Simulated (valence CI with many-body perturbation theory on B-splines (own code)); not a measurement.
## Pm LVII: what each term of the Hamiltonian does

Computed by valence CI with perturbative core correlation (CI+MBPT): three valence electrons over a frozen Dirac-Fock core [He], radial functions for each j: 11 s, 11 p, 9 d, 7 f, 5 g, 2 h, 1 i, with the one-electron correlation potential Σ1, the two-electron term Σ2, the three-electron term Σ3, Breit, model QED; selected CI, second order for the rest (own B-spline code, finite nucleus).

No measured spectrum was set against this ion. As an estimate, large intervals hold to a few tenths of a per cent, small ones and those within an open d or f shell to about a per cent.

Each rung adds one term. CI alone is the Dirac-Coulomb CI over the frozen core; QED comes last and gives the full result, which names the levels. Energies are above (2s^2 2p1/2) J=1/2 on the same rung, in Ry.

Levels are named by their leading jj configuration (3d3/2^4 stands for four electrons in 3d with j = 3/2), which in mixed levels can hold well under half, so a name can repeat and another be missing. Letters in brackets count levels of one name in rising energy.

```csv
Level,CI alone
(2s 2p1/2^2) J=1/2,14.47
(2s^2 2p3/2) J=3/2,45.74
(2s 2p1/2 2p3/2) J=3/2 [a],55.84
(2s 2p1/2 2p3/2) J=5/2,58.87
(2s 2p1/2 2p3/2) J=1/2,62.61
(2s 2p1/2 2p3/2) J=3/2 [b],62.94
(2p1/2^2 2p3/2) J=3/2,78.12
(2s 2p3/2^2) J=5/2,103.11
(2s 2p3/2^2) J=1/2,108.98
(2s 2p3/2^2) J=3/2,109.37
(2p1/2 2p3/2^2) J=3/2,121.07
(2p1/2 2p3/2^2) J=5/2,123.04
(2p1/2 2p3/2^2) J=1/2,125.76
(2p3/2^3) J=3/2,169.44
(2s^2 3s) J=1/2,501.94
(2s^2 3p1/2) J=1/2,506.88
```

Problem. What do these energies become with core correlation, Breit and QED?

Solution. (2s 2p1/2^2) J=1/2 14.50 (+0.033); (2s^2 2p3/2) J=3/2 45.10 (-0.639); (2s 2p1/2 2p3/2) J=3/2 [a] 55.22 (-0.621); (2s 2p1/2 2p3/2) J=5/2 57.82 (-1.049); (2s 2p1/2 2p3/2) J=1/2 61.99 (-0.617); (2s 2p1/2 2p3/2) J=3/2 [b] 62.08 (-0.861); (2p1/2^2 2p3/2) J=3/2 77.38 (-0.747); (2s 2p3/2^2) J=5/2 101.64 (-1.478); (2s 2p3/2^2) J=1/2 107.92 (-1.060); (2s 2p3/2^2) J=3/2 107.99 (-1.377); (2p1/2 2p3/2^2) J=3/2 119.70 (-1.363); (2p1/2 2p3/2^2) J=5/2 121.27 (-1.773); (2p1/2 2p3/2^2) J=1/2 124.54 (-1.220); (2p3/2^3) J=3/2 167.46 (-1.984); (2s^2 3s) J=1/2 501.07 (-0.867); (2s^2 3p1/2) J=1/2 506.00 (-0.881).

Problem. How does the ionisation energy move along the ladder, and which term matters most?

Solution. CI alone 12148, + Σ1 12148, + Σ2 12148, + Σ3 12148, + Breit 12131, + QED 12131 eV. The largest step is Breit, -17 eV. NIST lists 12136 ± 5 eV (theoretical).
